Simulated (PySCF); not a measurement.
C₃H₇N, SMILES C/C=N\C.

Coordinates come from a r2SCAN-D4/def2-SVP optimisation. The structure was generated by enumeration; whether it is a known compound was not checked.

Two levels are set side by side: PBE/def2-TZVP (PySCF) and M06-2X/def2-TZVP (PySCF). Same geometry, gas phase. Differences are taken from unrounded values.

| quantity | M06-2X |
|---|---|
| orbital gap (eV) | 9.53 |
| highest occupied level (eV) | -8.36 |
| lowest empty level (eV) | 1.17 |
| dipole moment (D) | 2.00 |
| mean polarisability (bohr³) | 45.7 |

Task: What does PBE give, and how far is it from M06-2X? (The exact figures need the calculation; the answer reports its results.)

Result: 
```json
[
 {"quantity": "orbital gap (eV)", "PBE": "4.47", "PBE minus M06-2X": "-5.05"},
 {"quantity": "highest occupied level (eV)", "PBE": "-5.46", "PBE minus M06-2X": "2.90"},
 {"quantity": "lowest empty level (eV)", "PBE": "-0.98", "PBE minus M06-2X": "-2.15"},
 {"quantity": "dipole moment (D)", "PBE": "1.87", "PBE minus M06-2X": "-0.13"},
 {"quantity": "mean polarisability (bohr³)", "PBE": "47.9", "PBE minus M06-2X": "2.2"}
]
```

PBE's occupied levels lie high since its potential decays too fast outside the molecule; exact exchange lowers them and widens the gap. Loosely held outer electrons make PBE densities more polarisable. Differences between two approximate levels are no errors against the true value.

Rough cost on one machine, each run with all the roots and properties that it gave: M06-2X against PBE about 4 times.
